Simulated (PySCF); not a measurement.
Species: C₅H₁₆GaP.
Bonds: C1–C2, C2–C3, C2–P4, P4–C5, P4–C6, P4–Ga7. Hydrogens: H8, H9, H10 on C1; H11 on C2; H12, H13, H14 on C3; H15, H16, H17 on C5; H18, H19, H20 on C6; H21, H22, H23 on Ga7.

Method: PBE0-D3(BJ)/def2-SVP geometry optimisation, gas phase (PySCF); density fitting, grid level 1; the optimiser is geomeTRIC in internal coordinates, started from a UFF structure with every atom displaced at random (about 0.03 Å).

Step 1: E = -67083.2549 eV
```
atom  x, y, z in Å  |  force x, y, z in eV/Å
C1      1.8650    0.2315    1.1518   -0.419   0.412   0.001
C2      1.1145   -0.5743    0.0933    0.933  -0.539  -0.004
C3      1.7394   -0.4025   -1.3005   -0.234   0.039   0.319
P4     -0.6297   -0.1012    0.0605   -1.083   0.082  -0.182
C5     -1.3836   -0.4909    1.6739    0.522  -0.082   0.299
C6     -1.4983   -1.2087   -1.1092    0.566  -0.292   0.186
Ga7    -1.1156    2.1425   -0.4916   -0.024   1.035  -0.364
H8      1.4387    0.0957    2.1586    0.175  -0.212  -0.005
H9      1.7688    1.3099    0.9505    0.144   0.047  -0.111
H10     2.9302   -0.0319    1.1559    0.049  -0.056   0.083
H11     1.1901   -1.6426    0.3803   -0.196   0.031  -0.083
H12     2.8070   -0.6370   -1.2494    0.204  -0.080  -0.007
H13     1.6410    0.6371   -1.6370   -0.035   0.116  -0.106
H14     1.2847   -1.0604   -2.0545   -0.030   0.003   0.007
H15    -0.9811    0.2051    2.4269   -0.058   0.005  -0.050
H16    -1.1587   -1.5170    2.0092   -0.146  -0.007  -0.091
H17    -2.4646   -0.3197    1.6107   -0.076  -0.060  -0.053
H18    -1.3037   -2.2703   -0.8803   -0.008   0.053  -0.030
H19    -1.1773   -0.9913   -2.1368   -0.064   0.033  -0.008
H20    -2.5665   -1.0144   -1.0129   -0.304   0.107  -0.062
H21    -2.7005    2.2254   -0.4721   -0.038  -0.261   0.132
H22    -0.3994    3.0359    0.6143    0.034  -0.183   0.067
H23    -0.5432    2.3688   -1.9634    0.090  -0.193   0.064
```

Step 2: E = -67083.3719 eV
```
atom  x, y, z in Å  |  force x, y, z in eV/Å
C1      1.8585    0.2480    1.1495   -0.018  -0.208   0.080
C2      1.1081   -0.5674    0.0973    0.324  -0.058  -0.035
C3      1.7373   -0.4074   -1.2867   -0.167  -0.053   0.027
P4     -0.6566   -0.0651    0.0499   -0.254  -0.022  -0.031
C5     -1.3679   -0.4894    1.6732    0.155  -0.137   0.081
C6     -1.4873   -1.2065   -1.1039    0.119  -0.092   0.028
Ga7    -1.1347    2.2137   -0.5146    0.044   0.478  -0.084
H8      1.4451    0.0968    2.1599    0.090  -0.027  -0.038
H9      1.8064    1.3217    0.9339    0.012   0.152  -0.077
H10     2.9205   -0.0531    1.1618   -0.101   0.049   0.053
H11     1.1423   -1.6365    0.3789   -0.082   0.010   0.029
H12     2.8024   -0.6670   -1.2416    0.123  -0.041  -0.005
H13     1.6566    0.6308   -1.6378   -0.013   0.070  -0.042
H14     1.2664   -1.0611   -2.0383    0.029   0.047   0.037
H15    -0.9738    0.1993    2.4324   -0.012   0.025   0.025
H16    -1.1452   -1.5274    1.9745   -0.056   0.065  -0.060
H17    -2.4539   -0.3385    1.6102   -0.042  -0.022   0.037
H18    -1.2804   -2.2615   -0.8676    0.001  -0.002   0.012
H19    -1.1692   -0.9904   -2.1332   -0.025   0.010   0.002
H20    -2.5657   -1.0187   -1.0284   -0.088  -0.005  -0.057
H21    -2.7154    2.1738   -0.4490   -0.076  -0.087   0.060
H22    -0.4004    3.0377    0.6316   -0.021  -0.095  -0.017
H23    -0.5358    2.3576   -1.9738    0.059  -0.056  -0.026
```

Problem. Estimate the geometry and energy of step 3. (The exact step hangs on the optimiser's Hessian estimate; all steps are aligned on step 2, rigid shifts and turns removed.)

Solution. E = -67083.3972 eV, largest force 0.110 eV/Å
```
atom  x, y, z in Å  |  force x, y, z in eV/Å
C1      1.8523    0.2464    1.1532    0.089  -0.063  -0.011
C2      1.1024   -0.5607    0.0969    0.015   0.052  -0.040
C3      1.7371   -0.4095   -1.2833   -0.012  -0.034  -0.018
P4     -0.6731   -0.0384    0.0415    0.032  -0.092   0.032
C5     -1.3553   -0.4898    1.6743   -0.031  -0.029  -0.025
C6     -1.4841   -1.2085   -1.1011   -0.008   0.002  -0.018
Ga7    -1.1466    2.2720   -0.5346   -0.015   0.060  -0.023
H8      1.4438    0.0963    2.1639   -0.011   0.030  -0.017
H9      1.8218    1.3239    0.9239   -0.010  -0.030   0.030
H10     2.9100   -0.0672    1.1794   -0.062   0.040  -0.006
H11     1.1044   -1.6287    0.3817   -0.014  -0.011   0.018
H12     2.8016   -0.6892   -1.2412   -0.008   0.009   0.004
H13     1.6727    0.6307   -1.6394    0.003   0.007   0.011
H14     1.2582   -1.0534   -2.0369    0.007   0.017   0.022
H15    -0.9604    0.1900    2.4414    0.007  -0.004   0.011
H16    -1.1277   -1.5326    1.9453    0.014   0.015  -0.009
H17    -2.4461   -0.3542    1.6327    0.004   0.005   0.028
H18    -1.2637   -2.2572   -0.8501    0.009  -0.003   0.016
H19    -1.1657   -0.9996   -2.1318    0.015  -0.005   0.003
H20    -2.5687   -1.0381   -1.0474   -0.020  -0.013  -0.004
H21    -2.7286    2.1545   -0.4340    0.016   0.027  -0.002
H22    -0.4010    3.0398    0.6346   -0.015   0.008  -0.014
H23    -0.5259    2.3631   -1.9905   -0.005   0.013   0.012
```

The energy changes by -0.0253 eV. The first-order estimate −F·Δx gives -0.0475 eV and the mean of the old and new forces, exact on a quadratic surface, -0.0243 eV. The step makes an angle of 61° with the force vector and moves no atom by more than 0.063 Å.

What follows is the cost of the whole optimisation. Time: 2.4 min of wall time; peak memory 0.89 GiB. Hardware: one thread, Arm Neoverse V2 (aarch64), on a shared host.
